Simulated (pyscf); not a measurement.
A first-order saddle from PySCF, ωB97X-D3(BJ)/def2-SVP:

```xyz
5

O     -0.1499    -0.4256     1.0280
Si    -1.4264    -0.5514     0.1031
O     -1.0397    -1.9094    -0.6086
H     -2.6018     0.3190    -0.0470
H     -0.0932    -1.5385     0.2747
```
Charge 0, spin multiplicity 1.

Surface: singlet, charge 0. Lowest wavenumbers (cm⁻¹): 1827i, 566, 580, 724, 1097.

**Question.** Name the species on either side of this saddle.

**Answer.** O=SiH–OH ⇌ O=SiH–OH, a hydrogen shift read from left to right: H–O broken and H–O formed. At CCSD(T)/def2-TZVPP + ΔMP2(QZVPP) it lies +43.9 kcal/mol from the left side and +43.9 kcal/mol from the right (each side as separated species at their lowest minima found). At the saddle there is also a short H–Si contact that neither side keeps, so another atom assists the step. This is the saddle that the search found; another between the same sides may lie lower. The CCSD(T) − MP2 part came from Ansatz, without density fitting, on the same reference.
